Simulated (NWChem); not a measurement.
SiHCl₃; SMILES Cl[SiH](Cl)Cl

```xyz
5

Si     0.0000     0.0000     0.5008
Cl    -0.5022    -1.8590    -0.1877
Cl    -1.3589     1.3644    -0.1877
Cl     1.8610     0.4946    -0.1877
H      0.0000     0.0000     1.9775
```
Atoms are numbered in this order, from 1.

Structure relaxed at the PBE0/def2-SVP level.

List the 4 lowest vertical singlet excitations from B3LYP/aug-cc-pVDZ, TDA (NWChem).


| state | energy (eV) | oscillator strength | leading excitation (squared amplitude) |
|---|---|---|---|
| S1 | 7.19 | 0.000 | HOMO → LUMO (0.98) |
| S2 | 7.57 | 0.052 | HOMO−1 → LUMO (0.97) |
| S3 | 7.58 | 0.013 | HOMO−2 → LUMO (0.86) |
| S4 | 7.58 | 0.013 | HOMO−3 → LUMO (0.86) |
